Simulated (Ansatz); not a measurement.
Ideal-gas functions of BCl₃FHSi, SMILES `FB[Si](Cl)(Cl)Cl` at 800 K and 1 bar, from an Ansatz frequency run at PBE0-D4/def2-TZVP.

Molar mass 165.26 g/mol, point group Cs (symmetry number 1), electronic degeneracy 1, moments of inertia 376.406, 460.598, 474.926 u Å². Harmonic wavenumbers (cm⁻¹, unscaled): 31, 87, 135, 166, 181, 204, 324, 456, 585, 597, 677, 790, 1095, 1345, 2611.

Use S(trans) = R[1.5 ln M + 2.5 ln T − 1.1517]; rotational temperatures θ = 24.2544 K / I; S(rot) = R[ln(√π/σ · √(T³/θAθBθC)) + 1.5]; for each mode x = 1.438777 ν̃/T, S = R[x/(eˣ − 1) − ln(1 − e⁻ˣ)] and H = RT x/(eˣ − 1); 1 cm⁻¹ = 0.0119627 kJ/mol; R = 8.31446 J/(mol·K).

**Question.** By hand: the entropy, in J/(mol·K).

**Answer.** Translation 193.1. Rotation: θ = 0.0644, 0.0527, 0.0511 K, giving 136.6. Vibration, mode by mode: 32.32, 23.75, 20.10, 18.40, 17.68, 16.70, 12.92, 10.19, 8.27, 8.11, 7.17, 6.06, 3.91, 2.74, 0.44, in all 188.8. Electronic 0.0. Sum 518.5 J/(mol·K).

**Question.** By hand: H − E and G − E in kJ/mol, counted from the electronic energy.

**Answer.** Zero-point energy ½ × 9284 × 0.0119627 = 55.5; thermal vibration 62.4; translation, rotation and pV give 4 RT = 26.6. H − E = 144.5 kJ/mol, and G − E = 144.5 − 800 × 518.5/1000 = -270.3 kJ/mol.

Vibration gives 36 % of the entropy, 76.2 J/(mol·K) of it from the modes under 150 cm⁻¹: soft modes count most, and the harmonic formula is weakest for them. The sum counts one conformer and one mirror image; others add a mixing term.
